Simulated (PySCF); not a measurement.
**Excitation energy of Br by level of theory**

Br [Ar] 3d10 4s2 4p5 (2P) → Br [Ar] 3d10 4s2 4p4 5s1 (4P), as a difference of total energies. All numbers are calculated (PySCF 2.14, a scalar-relativistic core potential, in aug-cc-pVTZ-PP with one added diffuse shell each of s, d, f type with ECP10MDF (7s5p5d3f, 68 functions)). Correlated levels: valence: 3s2 3p6 3d10 frozen. The calculations carry no spin-orbit coupling.

```csv
method,excitation energy (eV),error (eV)
UHF,7.112,-0.733
LDA,7.849,+0.004
PBE,7.678,-0.167
PBE0,7.777,-0.068
r2SCAN,7.973,+0.128
CAM-B3LYP,7.936,+0.091
B2PLYP,7.815,-0.030
r2SCANh,7.961,+0.116
M06,7.949,+0.104
MP2 (valence),7.683,-0.162
SCS-MP2 (valence),7.771,-0.074
```

Reference: 7.845 eV (measured; NIST levels, between the centres of gravity of the two terms).

Errors of the correlated levels include the incompleteness of this basis and the frozen core.
